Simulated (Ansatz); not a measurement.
A run for Ansatz (a program for electronic structure): R-B3LYP/def2-TZVPPD on C3H6O (a complex), monomers drawn apart or pushed together. Files ending in .json are basis or fitting sets from the Basis Set Exchange.

Ansatz 0.2 input:
```yaml
crystal:
  periodic: [false, false, false]
  atoms:
    - {symbol: C, position_ang: [0.34100147, 0.38003799, 0.13680047]}
    - {symbol: C, position_ang: [-0.40149892, -0.53759246, 0.33834590]}
    - {symbol: H, position_ang: [0.99740560, 1.19484969, -0.05179119]}
    - {symbol: H, position_ang: [-1.05679938, -1.35443895, 0.52284683]}
    - {symbol: C, position_ang: [0.06429534, 0.27470179, 4.41004598]}
    - {symbol: O, position_ang: [0.82488662, -0.70939727, 3.72899387]}
    - {symbol: H, position_ang: [0.48980053, 1.27862346, 4.29705342]}
    - {symbol: H, position_ang: [0.07713725, 0.01502304, 5.46814509]}
    - {symbol: H, position_ang: [-0.97828962, 0.29921268, 4.07300749]}
    - {symbol: H, position_ang: [0.78855894, -0.51981918, 2.78363619]}
basis:
  gaussian:
    orbitals: def2-TZVPPD.json
hamiltonian:
  xc: {name: B3LYP}
scf: {lower_state_search: off}
```

Output:

```
WARN ansatz: RAYON_NUM_THREADS=2 ignored (pool sized by the plan → 2); use --threads N
Functional definition: B3LYP
these checks for a lower state are left out or cut short: stability, starts, cluster_reference, orbital_swaps, neighbouring_geometries, increment
integrals: 0.12 GiB planned
1060 factors; their error is unknown
mean field: 1.31 GiB planned
mean field evaluation 1: about -5245.8716 eV, gradient 6.9e1 eV
mean field evaluation 2: about -5237.6556 eV, gradient 9.4e1 eV
mean field evaluation 4: about -5255.8175 eV, gradient 4.5e0 eV
mean field evaluation 8: about -5255.8572 eV, gradient 1.9e-1 eV
mean field evaluation 16: about -5255.8441 eV, gradient 6.1e-5 eV
mean field -5255.84411037 eV, -193.1487085171 hartree, gradient 2.7e-6 eV, S^2 0.000000; 0 other end points of the search recorded, 0 dependent functions left out
reference -5255.84440552 eV, -193.1487193637 hartree; 16, 16 occupied and 237, 237 virtual orbitals, 1060 factors
Total energy: -5255.84440552 eV, -193.1487193637 hartree
Checks for a lower state left out: stability, starts, cluster_reference, orbital_swaps, neighbouring_geometries, increment
```

The calculation finished and met its thresholds.

Cost: roughly 4 core-seconds.
